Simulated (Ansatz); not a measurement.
Reactions of C$_{2}$H$_{8}$OSi$_{2}$, SMILES `O[SiH2]C=C[SiH3]`.

Computed with Ansatz on PBE0-D4/def2-TZVP structures; ΔE is electronic, products minus reactants. CCSD(T)/CBS adds triple-zeta CCSD(T) − MP2 to the extrapolated MP2 energy (def2 sets, frozen cores). This one scheme is used for every species. Double bonds are as drawn, so ΔE can hold a change between cis and trans. Functionals use def2-TZVPP. One conformer a species, not always the lowest.

```csv
reaction,PBE0-D4 (eV),CCSD/CBS(def2) (eV),ωB97X-V (eV)
`O[SiH2]/C=C/[SiH3]` + `[SiH3]Cl` → `[SiH3]/C=C\[SiH2]Cl` + `O[SiH3]`,0.10,0.11,0.11
`O[SiH2]/C=C/[SiH3]` + `CSC` → `CSC[SiH2]O` + `C=C[SiH3]`,-0.01,0.00,0.00
`O[SiH2]/C=C/[SiH3]` + `O[SiH3]` → `[SiH3]O[SiH3]` + `C=C[SiH2]O`,-0.99,-1.13,-1.08
`O[SiH2]/C=C/[SiH3]` + `N[Si](N)(O)O` → `N[Si](N)(O)O[SiH3]` + `C=C[SiH2]O`,-1.01,-1.14,-1.10
`O[SiH2]/C=C/[SiH3]` + `N[Si](O)(F)F` → `O[SiH2]N[Si](O)(F)F` + `C=C[SiH3]`,-0.70,-0.75,-0.75
```

Q: Give the CCSD(T)/CBS values in the same order. (Best estimate.)

A: Computed: 0.10, -0.01, -1.09, -1.11, -0.74 eV.

Largest T1 diagnostic: 0.012, for `O[SiH2]/C=C/[SiH3]`.
